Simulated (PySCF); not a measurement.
# Electronic structure of Mn (manganese, neutral) at the r2SCAN level

Configuration: [Ar] 3d7, high-spin 4F determinant (an excited configuration). All numbers are calculated (PySCF 2.14, the spin-free X2C one-electron Hamiltonian (Gaussian nucleus), in x2c-QZVPPall (11s7p5d4f2g, 103 functions)).

- Total energy: -1158.347 hartree
- One-electron energy: -1600.176 hartree
- Hartree (Coulomb) energy: 494.526 hartree
- Exchange-correlation energy: -52.696 hartree
- ⟨S²⟩: 3.8028
- ⟨L²⟩: 12.068
- Sum of ⟨r⟩: 20.42 bohr
- Sum of ⟨r²⟩: 35.08 bohr²
- Langevin diamagnetic susceptibility: -27.8 ×10⁻⁶ cm³/mol
- Time after the integrals: roughly 6 core-seconds

```tsv
shell	electrons	mean orbital energy (hartree)	spread (hartree)	rms radius, mean of both spins (bohr)
1s β	1	-236.68359	0	0.0704
1s α	1	-236.68277	0	0.0704
2s α	1	-27.36877	0	0.303
2s β	1	-27.31402	0	0.303
2p α	3	-23.08524	0	0.274
2p β	3	-23.04363	0	0.274
3s α	1	-3.05363	0	0.923
3s β	1	-2.90700	0	0.923
3p α	3	-1.86652	0.00004	1.00
3p β	3	-1.72278	0.00005	1.00
3d α	5	-0.08448	0.03281	1.95
3d β	2	-0.01835	0.00004	1.95
```

Densities and radii are taken from the X2C orbitals without a picture-change correction, which distorts them close to the nucleus.
